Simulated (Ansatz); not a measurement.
Ideal-gas functions of `[NH]=[V]([NH2])([OH])[F]` at 298.15 K and 1 bar, from an Ansatz frequency run at PBE0-D4/def2-TZVP.

Molar mass 117.99 g/mol, point group C1 (symmetry number 1), electronic degeneracy 1, moments of inertia 136.479, 139.983, 155.256 u Å². Harmonic wavenumbers (cm⁻¹, unscaled): 211, 222, 238, 253, 267, 372, 385, 401, 456, 511, 654, 656, 712, 782, 812, 1103, 1531, 3564, 3622, 3698, 3912.

Use S(trans) = R[1.5 ln M + 2.5 ln T − 1.1517]; rotational temperatures θ = 24.2544 K / I; S(rot) = R[ln(√π/σ · √(T³/θAθBθC)) + 1.5]; for each mode x = 1.438777 ν̃/T, S = R[x/(eˣ − 1) − ln(1 − e⁻ˣ)] and H = RT x/(eˣ − 1); 1 cm⁻¹ = 0.0119627 kJ/mol; R = 8.31446 J/(mol·K).

Q: By hand: the entropy, in J/(mol·K).

A: Translation 168.4. Rotation: θ = 0.1777, 0.1733, 0.1562 K, giving 110.5. Vibration, mode by mode: 8.51, 8.13, 7.61, 7.15, 6.76, 4.48, 4.27, 4.01, 3.25, 2.64, 1.53, 1.52, 1.22, 0.93, 0.83, 0.26, 0.04, 0.00, 0.00, 0.00, 0.00, in all 63.1. Electronic 0.0. Sum 342.0 J/(mol·K).

Q: By hand: H − E and G − E in kJ/mol, counted from the electronic energy.

A: Zero-point energy ½ × 24362 × 0.0119627 = 145.7; thermal vibration 11.9; translation, rotation and pV give 4 RT = 9.9. H − E = 167.5 kJ/mol, and G − E = 167.5 − 298.15 × 342.0/1000 = 65.5 kJ/mol.

Vibration gives 18 % of the entropy. The sum counts one conformer and one mirror image; others add a mixing term.
